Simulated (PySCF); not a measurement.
# Static response to an electric field

Species: Cu(NH3)H (singlet state).
Structure used (PBE0-D3(BJ)/def2-SVP), in Å, numbered top down from 1:
```
atom  x, y, z in Å
Cu1   -0.006    0.003   -1.261
N2     0.002   -0.001    0.719
H3    -0.409    0.850    1.106
H4     0.950   -0.070    1.093
H5    -0.526   -0.787    1.101
H6    -0.011    0.006   -2.758
```

Level: PBE0/def2-SVPD (PySCF), static field, nuclei fixed, core orbitals frozen in the response. The polarisability tensor in these axes (au):

```
x   43.27  0.00  0.04
y    0.00 43.28 -0.02
z    0.04 -0.02 51.14
```

Diagonalise the tensor; give its mean and Δα, where Δα² is half the sum of the squared differences of the eigenvalues.

Principal values 43.27, 43.28 and 51.14 au; mean 45.90 au = 6.80 Å³ = 7.57 × 10⁻⁴⁰ C²·m²/J; Δα = 7.86 au (17 % of the mean).

What is the dipole moment, and where does it point?

(0.03, -0.01, 6.72) D, 6.72 D in size, pointing from the negative to the positive side. Measured along this direction, the outermost atoms are H6 at the negative end and H3, H5 and H4 at the positive end.

Refractivity n − 1 of an ideal gas of it at 500 K and 1 atm, from the electronic α?

N = p/kT = 1.4678 × 10¹⁹ cm⁻³, so n − 1 = 2π × N × 6.80 × 10⁻²⁴ cm³ = 627 × 10⁻⁶ at long wavelengths.

Estimate the molar refractivity from the static electronic polarisability.

Lorentz–Lorenz: R = (4π/3)N_A α = 2.5225 cm³/(mol·Å³) × 6.80 Å³ = 17.2 cm³/mol, in the limit of long wavelengths.

Give the eigenvalues of the traceless quadrupole moment Θ = ½Σq(3rr − r²1), origin at the centre of nuclear charge.

-1.09, 0.55, 0.55 D·Å. The values depend on the origin, since the dipole doesn't vanish. The electronic extent ⟨r²⟩ about the same centre is 189 bohr², a root-mean-square distance of 1.15 Å for the 40 electrons.

Orientational against electronic polarisability at 273 K (dilute gas, rigid molecules)?

In Gaussian units μ²/3kT = 399.19 Å³ against 6.80 Å³, a ratio of 58.69; the Debye molar polarisation (4π/3)N_A(α + μ²/3kT) is 1024.1 cm³/mol, leaving out the vibrational part.

Geometry: PBE0-D3(BJ)/def2-SVP; no solvent, vibrations or thermal averaging.

These values come from a run that also computed excited states. On one thread of an Arm Neoverse V1 (shared host), this took 4.4 s of wall time.
